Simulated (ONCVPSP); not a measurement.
Cr ONCV: all-electron and pseudo phase curves

| Property | Result |
| --- | --- |
| Element | chromium |
| Generator | ONCVPSP 4.0.1 |
| Type | optimised norm-conserving Vanderbilt (ONCV) |
| Functional | PBE |
| Relativity | scalar-relativistic |
| Frozen core | [Ne] |
| Valence charge | 14 |
| Reference configuration | 3s2 3p6 3d5 4s1 |
| Partial waves | 3s+4s: rc 1.55 bohr, ncon 4, nbas 7, qcut 6.1 1/bohr, 2 projectors; 3p: rc 1.35 bohr, ncon 4, nbas 9, qcut 12.8 1/bohr, 1 projector; 3d: rc 2.20 bohr, ncon 3, nbas 7, qcut 7.4 1/bohr, 2 projectors, debl 1.7 Ha |
| Local potential | polynomial inside 1.00 bohr (lpopt 3, dvloc0 0 Ha) |
| Core correction | Teter function, fcfact 5.5, rcfact 1.7 |

The phase is arctan(r·R′/R) of the radial function R(r), unwrapped; energies in Ha, scanned from -4 to 5 Ha. A pole is an energy at which the radial function vanishes at the test radius. The pseudo phase is shifted by a multiple of π to meet the all-electron one at the reference energy, and phase errors are pseudo minus all-electron; the curves can meet again beyond the range given. Levels narrower than the energy grid can be missing from the lists of poles.

Question: For each channel, where are the poles, and over which energies does the pseudopotential scatter like the atom?

Answer:

| channel | radius (bohr) | reference energy (Ha) | poles, all-electron | poles, pseudo | unbroken range about the reference energy with phases within 0.05 rad | phase error 1 Ha above the reference energy (rad) |
| --- | --- | --- | --- | --- | --- | --- |
| s | 1.58 | -0.15 | -2.35 | -2.35 | the whole range | -0.001 |
| p | 1.37 | -1.67 | -0.65 | -0.66 | below 2.4 | -0.001 |
| d | 2.23 | -0.11 | 0.10, 3.27 | 0.10, 3.31 | below 4.6 | +0.001 |

Phases in the s channel:

```json
{"E (Ha)": "-3.98", "all-electron": "1.048", "pseudo": "1.048"}
{"E (Ha)": "-3.50", "all-electron": "0.710", "pseudo": "0.710"}
{"E (Ha)": "-3.02", "all-electron": "-0.738", "pseudo": "-0.738"}
{"E (Ha)": "-2.54", "all-electron": "-1.472", "pseudo": "-1.472"}
{"E (Ha)": "-2.06", "all-electron": "-1.665", "pseudo": "-1.665"}
{"E (Ha)": "-1.58", "all-electron": "-1.770", "pseudo": "-1.771"}
{"E (Ha)": "-1.10", "all-electron": "-1.859", "pseudo": "-1.859"}
{"E (Ha)": "-0.62", "all-electron": "-1.956", "pseudo": "-1.956"}
{"E (Ha)": "-0.14", "all-electron": "-2.087", "pseudo": "-2.087"}
{"E (Ha)": "0.34", "all-electron": "-2.297", "pseudo": "-2.297"}
{"E (Ha)": "0.82", "all-electron": "-2.673", "pseudo": "-2.674"}
{"E (Ha)": "1.30", "all-electron": "-3.275", "pseudo": "-3.278"}
{"E (Ha)": "1.78", "all-electron": "-3.831", "pseudo": "-3.836"}
{"E (Ha)": "2.26", "all-electron": "-4.152", "pseudo": "-4.157"}
{"E (Ha)": "2.74", "all-electron": "-4.329", "pseudo": "-4.334"}
{"E (Ha)": "3.22", "all-electron": "-4.437", "pseudo": "-4.442"}
{"E (Ha)": "3.70", "all-electron": "-4.509", "pseudo": "-4.515"}
{"E (Ha)": "4.18", "all-electron": "-4.562", "pseudo": "-4.568"}
{"E (Ha)": "4.66", "all-electron": "-4.602", "pseudo": "-4.610"}
```
